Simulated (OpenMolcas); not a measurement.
Nb3+ with its 8 nearest fluoride ions at 2.232 Å, on the Ca site of CaF2 (a = 5.46294 Å, distance in the model lattice 2.366 Å). The rest of the host is ab initio model potentials to 7.6 Å and point charges beyond; the distance is set by hand and nothing relaxes, and no local charge compensation is placed. Ligand basis ANO-RCC-VDZP.

| Property | Result |
| --- | --- |
| Program | OpenMolcas |
| Method | CASSCF |
| Basis | ANO-RCC-VTZP [7s6p4d2f1g] |
| Scalar Hamiltonian | DKH2, point nucleus |
| Active space | 2 electrons in 5 orbitals (4d) |
| State averaging | 2S+1 = 3 even, 10 roots; 2S+1 = 1 even, 15 roots |
| Spin-orbit coupling | state interaction with AMFI integrals over the reference wave functions |

(1) What is the spin-free ground state (labels of O, the rotations of Oh)?

(2) Where is the first state of the same spin?

(3) What are the lowest two levels with spin-orbit coupling?

(4) What is χT at 300 K, and how does it compare with the textbook value?

(5) Which ligand-field parameters describe the states?

Results:

(1) 3A2, 1-fold in its orbital part; it has the highest spin that d2 allows.

(2) 3T2 at 15900 cm-1 above the ground state.

(3) A 3-fold level T2, then a 2-fold level E 10883 cm-1 above it. Their leading multiplicities are 3 (100 %) and 1 (97 %).

(4) The lowest level has 2S+1 = 3, for which the spin-only value is χT = S(S+1) / 2 = 1.000 cm3 K/mol (g = 2). The computed 0.900 at 300 K differs by -0.100, through orbital momentum, spin-orbit coupling and any other state in reach.

(5) A least-squares ligand-field fit to the states below 45000 cm-1, each weighted by its degeneracy and with a free common offset, gives 10Dq = -16105 cm-1 (negative for this site), B = 698 cm-1 and C = 2830 cm-1 (C/B = 4.05), with an rms deviation of 104 cm-1. The same method and metal basis give the free ion B = 757 cm-1 (fit to its terms below 60000 cm-1, rms deviation 27 cm-1), so the nephelauxetic ratio is β = 698 / 757 = 0.92; it hangs on how both fits weigh the states, and computed free-ion B values tend to be too large, so β mixes covalency with correlation.

Without dynamic correlation the repulsion within the d shell is too large (B by tens of per cent), so at a given field states of lower spin stand too high. With metal d orbitals alone the field can be off either way by tens of per cent. Ligand-to-metal charge-transfer states are missing. With no ligand orbital active B as a rule stays too high, so bands that hang on it stand too high and its fall with covalency is understated. No measured value stands beside these numbers; the geometry was set by hand and not optimised.
